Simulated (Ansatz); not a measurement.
Geometry optimisation, Ansatz 0.2.0, RKS BHLYP-D4/def2-SVP.

Input file:

```yaml
crystal:
  periodic: [false, false, false]
  atoms:
    - { symbol: Sn, position_ang: [0.402065, -0.114278, 0.853168] }
    - { symbol: F, position_ang: [-0.964272, 0.289378, -2.062494] }
    - { symbol: O, position_ang: [1.043581, -1.195048, -0.483134] }
    - { symbol: H, position_ang: [-0.339462, -0.368527, -2.065571] }
    - { symbol: Cl, position_ang: [1.18087, 1.982339, 1.440955] }
    - { symbol: Cl, position_ang: [-1.322781, -0.593863, 2.317275] }
basis:
  gaussian: { orbitals: def2-SVP }
hamiltonian:
  xc: { name: BHLYP }
  dispersion: d4
relax:
  f_tol: 0.03
  max_steps: 50
```

Command:

```bash
$ ansatz run input.yaml --threads 2 --pin off --max-ram 3072MiB --backend cpu --events-out ev --progress --plain --runs-dir out
```

Problem. Where does it end, and by what steps?

Solution. The forces met the threshold. After 16 steps the energy has fallen by 2.803 eV; H4 moved furthest, 1.34 Å. Parted: F2–H4. Joined: Sn1–F2, O3–H4.

```json
{"step": "0", "energy less start (eV)": "0.0000", "largest force component (eV/Å)": "0.801", "accepted": "yes"}
{"step": "1", "energy less start (eV)": "-0.1523", "largest force component (eV/Å)": "0.338", "accepted": "yes"}
{"step": "2", "energy less start (eV)": "-0.2746", "largest force component (eV/Å)": "0.322", "accepted": "yes"}
{"step": "3", "energy less start (eV)": "-0.3723", "largest force component (eV/Å)": "0.558", "accepted": "yes"}
{"step": "4", "energy less start (eV)": "-0.4127", "largest force component (eV/Å)": "0.592", "accepted": "yes"}
{"step": "5", "energy less start (eV)": "-0.4690", "largest force component (eV/Å)": "0.858", "accepted": "yes"}
{"step": "6", "energy less start (eV)": "-0.7778", "largest force component (eV/Å)": "2.413", "accepted": "yes"}
{"step": "7", "energy less start (eV)": "-0.4100", "largest force component (eV/Å)": "11.661", "accepted": "no"}
{"step": "8", "energy less start (eV)": "-1.3539", "largest force component (eV/Å)": "1.362", "accepted": "yes"}
{"step": "9", "energy less start (eV)": "-1.6556", "largest force component (eV/Å)": "2.089", "accepted": "yes"}
{"step": "10", "energy less start (eV)": "-2.1511", "largest force component (eV/Å)": "0.949", "accepted": "yes"}
{"step": "11", "energy less start (eV)": "-2.5002", "largest force component (eV/Å)": "0.865", "accepted": "yes"}
{"step": "12", "energy less start (eV)": "-2.6877", "largest force component (eV/Å)": "0.999", "accepted": "yes"}
{"step": "13", "energy less start (eV)": "-2.7920", "largest force component (eV/Å)": "0.169", "accepted": "yes"}
{"step": "14", "energy less start (eV)": "-2.8005", "largest force component (eV/Å)": "0.152", "accepted": "yes"}
{"step": "15", "energy less start (eV)": "-2.8024", "largest force component (eV/Å)": "0.032", "accepted": "yes"}
{"step": "16", "energy less start (eV)": "-2.8026", "largest force component (eV/Å)": "0.002", "accepted": "yes"}
```

```xyz
6
Properties=species:S:1:pos:R:3
Sn -0.110 0.209 0.272
F -1.307 1.006 -0.984
O 0.880 -1.134 -0.715
H 0.616 -1.205 -1.634
Cl 1.279 1.850 1.096
Cl -1.358 -0.726 1.966
```

Run time: 52 s on 2 threads of Arm Neoverse V2, with other jobs on the host, peak memory 0.21 GiB.
